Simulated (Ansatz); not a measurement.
Reactions of `C[SiH2][GaH][Cl]`.

Isolated molecules relaxed with PBE0-D4/def2-TZVP in Ansatz; ΔE leaves out vibrations. CCSD(T)/CBS is the MP2 limit (def2-TZVPP, def2-QZVPP) plus CCSD(T) − MP2 in def2-TZVPP, frozen cores. This one scheme is used for every species. Functionals use def2-TZVPP. Elements past krypton have def2 core potentials. For Ga, Ge, Se, Sn outer-core shells are correlated without core-valence functions, which leaves a few kJ/mol of doubt a bond. Scalar relativity is left out up to krypton. One conformer a species, not always the lowest.

```tsv
reaction	CCSD(T)/CBS(def2) (kJ/mol)
`C[SiH2][GaH][Cl]` + `NB(O)F` → `C[SiH2]OB(N)F` + `[Cl][GaH2]`	-86
`C[SiH2][GaH][Cl]` + `C[SeH]` → `C[Se][GaH][Cl]` + `C[SiH3]`	?
`C[SiH2][GaH][Cl]` + `C[Si]F` → `C[SiH2][Ga]([F])[Cl]` + `C[SiH]`	76
`C[SiH2][GaH][Cl]` + `C=C[CH2][SnH2][F]` → `C=C[CH2][GaH][Cl]` + `C[SiH2][SnH2][F]`	?
`C[SiH2][GaH][Cl]` + GeH₄ → `[Cl][GaH][GeH3]` + `C[SiH3]`	-23
`C[SiH2][GaH][Cl]` + `[BH2][AlH][OH]` → `[BH2][AlH][O][SiH2]C` + `[Cl][GaH2]`	-94
```

(1) Fill in the missing values. (Estimate.)

Largest T1 diagnostic: 0.014, for `C[Si]F`.

Answers

(1) The calculation gave: `C[SiH2][GaH][Cl]` + `C[SeH]` → `C[Se][GaH][Cl]` + `C[SiH3]`: -95.7 kJ/mol; `C[SiH2][GaH][Cl]` + `C=C[CH2][SnH2][F]` → `C=C[CH2][GaH][Cl]` + `C[SiH2][SnH2][F]`: -16.8 kJ/mol.
